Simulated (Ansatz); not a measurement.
`C[CH2][Sb]([CH3])[SiH3]`, charge 0, multiplicity 1.

Question: Give a relaxed structure at PBE0-D4/def2-TZVP (Ansatz 0.2.0). (An estimate is asked.)

Answer: Computed: 
Z-matrix (Å, degrees):
```
C
C 1 1.518
H 1 1.093 2 111.7
H 1 1.094 2 111.3 3 -120.0
H 1 1.093 2 111.7 3 120.2
Sb 2 2.178 1 112.9 3 -57.7
H 2 1.092 1 111.6 3 -179.0
H 2 1.093 1 111.1 3 61.0
Si 6 2.569 2 93.2 1 -74.1
C 6 2.166 2 95.0 1 -167.3
H 9 1.492 6 110.4 2 -43.3
H 9 1.489 6 110.3 2 -163.0
H 9 1.489 6 111.4 2 77.0
H 10 1.090 6 108.6 2 -75.7
H 10 1.090 6 110.7 2 44.6
H 10 1.090 6 109.5 2 165.5
```
This is one stationary point; other conformers may exist.
